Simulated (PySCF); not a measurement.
UHF on Sr⁻ (strontium, charge -1), [Kr] 4d1 5s2, 2D determinant. All numbers are calculated (PySCF 2.14, the spin-free X2C one-electron Hamiltonian (Gaussian nucleus), in aug-cc-pwCVTZ-X2C).

```
cycle= 1 E= -3177.31899636326  delta_E= -5.47e-05  |g|= 0.0015  |ddm|= 0.0141
cycle= 2 E= -3177.31900911001  delta_E= -1.27e-05  |g|= 0.000851  |ddm|= 0.00641
cycle= 3 E= -3177.31901507552  delta_E= -5.97e-06  |g|= 0.000351  |ddm|= 0.00722
cycle= 4 E= -3177.31901624135  delta_E= -1.17e-06  |g|= 0.000188  |ddm|= 0.0044
cycle= 5 E= -3177.31901671908  delta_E= -4.78e-07  |g|= 9.28e-05  |ddm|= 0.00323
cycle= 6 E= -3177.31901683637  delta_E= -1.17e-07  |g|= 2.83e-05  |ddm|= 0.00179
cycle= 7 E= -3177.31901684492  delta_E= -8.56e-09  |g|= 7.94e-06  |ddm|= 0.000453
cycle= 8 E= -3177.31901684553  delta_E= -6.08e-10  |g|= 1.96e-06  |ddm|= 9.72e-05
converged SCF energy = -3177.31901684553  <S^2> = 0.75096708  2S+1 = 2.0009668
```

Highest occupied orbital energy: 0.935 eV; ⟨L²⟩ = 6.00; populations by l: s 10.00, p 18.00, d 11.00, f 0.00.

Problem. Can this result be used?

Solution. With care. Self-consistency was reached. The configuration of this anion was assumed by filling the next shell in order. It is not the known or likely ground configuration (Ca⁻, Sr⁻ and Ba⁻, for instance, bind a p electron), so these values are not the electron affinity of the element. At UHF the highest occupied level has a positive energy, so only the finite basis holds that electron.
